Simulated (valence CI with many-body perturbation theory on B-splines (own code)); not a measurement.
Results of a calculation; reference values are marked as such.
## A CI+MBPT run for Ge²⁶⁺

The program does CI of the valence electrons with many-body perturbation theory for a frozen closed Dirac-Fock core.

Command, and the settings that its task file holds:

```sh
python run_cv.py task.json out
```

```
atom Ge  Z=32  mass_number=74  rms_radius_fm=4.0742
core [He] 2s1
valence 2s2 2p2
avg = 1
basis = S
breit = 1
cap = 10000
capref = 1200
cscale = 1
de = 0.0
dress = 0
eps = 2e-08
extrap = 1
h = 0.27
hh = 1
l2 = 3
lcore = 6
maxit = 60
n2 = 5
natural = 1
nlev = 20
nno = [3, 3, 3, 2, 1]
nroot = 26
nsp = [3, 3, 2, 1, 0]
pt2 = 1
qed = 1
rpa = 1
s1 = 1
s2 = 1
s3 = 1
screen = 1
tol = 2e-05
whole = 1
```

Q: What became of the run, and why?

A: It gave no result: the perturbation theory needs a core of closed shells. The program said: "the core must hold closed shells only".
